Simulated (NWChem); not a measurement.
Species: C₂H₃F₂Ga; SMILES [CH]([Ga]([F])[F])=C

```xyz
8

Ga    -0.0498     0.3004     0.0000
F     -0.9529     1.7933     0.0000
F      1.6784     0.5619     0.0000
C     -0.7853    -1.4758     0.0000
C      0.0271    -2.5401     0.0000
H     -1.8714    -1.6180     0.0000
H     -0.3647    -3.5643     0.0000
H      1.1181    -2.4414     0.0000
```
Atoms are numbered in this order, from 1.

Level: PBE0/def2-SVP (NWChem), optimised geometry, unscaled harmonic frequencies. 

Question: List the harmonic frequencies with IR intensities, and the thermochemistry.

Answer: 
| frequency (cm⁻¹) | IR intensity (km/mol) |
|---|---|
| 78 | 1.7 |
| 89 | 2.9 |
| 190 | 21.3 |
| 201 | 32.8 |
| 303 | 10.3 |
| 488 | 42.9 |
| 591 | 3.2 |
| 712 | 84.8 |
| 733 | 81.9 |
| 999 | 5.9 |
| 1018 | 25.0 |
| 1042 | 19.5 |
| 1257 | 3.3 |
| 1416 | 15.5 |
| 1670 | 10.5 |
| 3142 | 6.3 |
| 3192 | 1.0 |
| 3242 | 0.9 |

```yaml
zero_point_energy: 29.1 kcal/mol
thermal correction to the enthalpy at 298.15 K (with zero-point energy): 33.9 kcal/mol
heat capacity Cv: 20.5 cal/(mol K)
entropy at 298.15 K and 1 atm (symmetry number 1): 82.8 cal/(mol K)
dipole_moment: 3.56 D
```

Rigid rotor and harmonic oscillator; modes under 100 cm⁻¹ make the entropy uncertain.
